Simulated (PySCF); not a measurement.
Low-lying terms of As³⁺ (arsenic, charge +3)

Ground state [Ar] 3d10 4s2, ¹S. Calculation: PySCF 2.14, in x2c-TZVPall with one added diffuse shell each of s, p, d type (7s6p5d1f, 57 functions); the spin-free X2C one-electron Hamiltonian (Gaussian nucleus). Vertical excitation energies in eV without spin-orbit coupling; excited terms of each kind are numbered among those the solver found. Frozen: [Ar].

```tsv
term	leading excitation	EOM-EE-CCSD
1 3P°	4s → p	9.440
1 1P°	4s → p	14.013
1 3D	4s → d	25.818
1 3S	4s → s	26.976
1 1S	4s → s	27.798
1 1D	4s → d	28.527
2 3P°	4s → p	30.832
2 1P°	4s → p	31.156
2 3D	4s → d	36.323
2 1D	4s → d	36.704
1 3F°	4s → f	47.436
```

Only the lower part of the computed list is shown. Doubly excited terms such as np² are absent. The solver can miss terms.
